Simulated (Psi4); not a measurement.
C₂H₆O, charge +1, doublet, at a GFN2-xTB geometry (a state made from the parent by changing its charge; the spin is typed, not shown lowest). Base run: M06-2X/pcseg-1 in Psi4.

Psi4 was given this input:
```
memory 2 GB

molecule mol {
1 2
  C    -1.190941    0.217814    0.238911
  C     0.048038   -0.353497   -0.350387
  O     1.255792    0.082793    0.056958
  H    -2.079775   -0.236263   -0.192337
  H    -1.246845    1.305401    0.097047
  H    -1.222434    0.087661    1.328941
  H     0.063537   -1.477895   -0.287394
  H     0.039994   -0.303426   -1.475513
  H     1.256603    0.776272    0.742453
}

set basis pcseg-1
set reference uks

energy('m06-2x')
print_variables()
```

Each row names what was changed in the base input (with any setting that the change needs).

```csv
change,ΔE vs base (mEh),SCF cycles,grid points,basis functions
base,0.000,10,194141,72
e_convergence = 1e-4,0.000,10,194141,72
dft_radial_scheme = becke,0.000,10,172181,72
dft_spherical_points = 974,-0.047,10,624896,72
df_basis_scf = cc-pvqz-jkfit,-0.006,10,194141,72
dft_radial_points = 150,-0.001,10,385474,72
guess = sapgau,0.000,10,194141,72
guess = sadno,0.000,11,194141,72
guess = sap,0.000,11,194141,72
scf_type = mem_df,0.000,10,194141,72
dft_radial_scheme = multiexp,-0.001,10,202469,72
guess = huckel,0.000,11,194141,72
level_shift = 1.0,0.000,10,194141,72
```

Open shells are given as the SCF converged; they aren't shown to be the lowest states, and a large step between rows can be another state.
